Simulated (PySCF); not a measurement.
**Ni⁺ (nickel, charge +1) across methods**

[Ar] 3d8 4p1, one real determinant (an excited configuration). All numbers are calculated (PySCF 2.14, the non-relativistic Hamiltonian (point nucleus), in def2-TZVPPD (6s6p4d2f1g, 67 functions)).

```json
{"method": "r2SCAN", "E (hartree)": "-1507.740", "mean ε 3d α (eV)": "-20.830", "mean ε 3d β (eV)": "-19.133", "mean ε 4p α (eV)": "-9.156", "Σ⟨r²⟩ (bohr²)": "27.63", "⟨S²⟩": "3.751"}
{"method": "PBE0", "E (hartree)": "-1507.523", "mean ε 3d α (eV)": "-23.275", "mean ε 3d β (eV)": "-21.335", "mean ε 4p α (eV)": "-9.616", "Σ⟨r²⟩ (bohr²)": "27.91", "⟨S²⟩": "3.751"}
{"method": "LDA", "E (hartree)": "-1505.041", "mean ε 3d α (eV)": "-20.841", "mean ε 3d β (eV)": "-18.906", "mean ε 4p α (eV)": "-9.063", "Σ⟨r²⟩ (bohr²)": "27.68", "⟨S²⟩": "3.750"}
{"method": "HSE06", "E (hartree)": "-1507.531", "mean ε 3d α (eV)": "-22.843", "mean ε 3d β (eV)": "-20.919", "mean ε 4p α (eV)": "-9.257", "Σ⟨r²⟩ (bohr²)": "27.90", "⟨S²⟩": "3.751"}
{"method": "PBE", "E (hartree)": "-1507.492", "mean ε 3d α (eV)": "-20.529", "mean ε 3d β (eV)": "-18.777", "mean ε 4p α (eV)": "-9.027", "Σ⟨r²⟩ (bohr²)": "27.87", "⟨S²⟩": "3.750"}
{"method": "BP86", "E (hartree)": "-1507.965", "mean ε 3d α (eV)": "-20.619", "mean ε 3d β (eV)": "-18.953", "mean ε 4p α (eV)": "-9.139", "Σ⟨r²⟩ (bohr²)": "27.72", "⟨S²⟩": "3.750"}
{"method": "CAM-B3LYP", "E (hartree)": "-1507.840", "mean ε 3d α (eV)": "-24.760", "mean ε 3d β (eV)": "-22.941", "mean ε 4p α (eV)": "-10.609", "Σ⟨r²⟩ (bohr²)": "27.86", "⟨S²⟩": "3.751"}
{"method": "r2SCANh", "E (hartree)": "-1507.729", "mean ε 3d α (eV)": "-21.904", "mean ε 3d β (eV)": "-20.134", "mean ε 4p α (eV)": "-9.374", "Σ⟨r²⟩ (bohr²)": "27.67", "⟨S²⟩": "3.751"}
```

Task: Estimate the same row for UHF.

Result: E (hartree) = -1506.40594; mean ε 3d α (eV) = -30.862; mean ε 3d β (eV) = -28.247; mean ε 4p α (eV) = -10.905; Σ⟨r²⟩ (bohr²) = 28.79; ⟨S²⟩ = 3.752.

⟨L²⟩ = 14.02 against 20 for a pure G term, so this real determinant mixes terms.
